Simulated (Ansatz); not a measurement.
A run for Ansatz (an electronic-structure program): R-r2SCAN/def2-TZVPPD on HF (SMILES F). The basis file is the Basis Set Exchange's JSON of that set.

Ansatz 0.2 input:
```yaml
crystal:
  periodic: [false, false, false]
  atoms:
    - {symbol: F, position_ang: [-0.00000000, 0.00000000, 0.46222970]}
    - {symbol: H, position_ang: [0.00000000, -0.00000000, -0.46222970]}
basis:
  gaussian:
    orbitals: def2-TZVPPD.json
hamiltonian:
  xc: {name: r2SCAN}
scf: {lower_state_search: off}
```

Task: What total energy does the run end on?

Result: -100.4487 hartree.
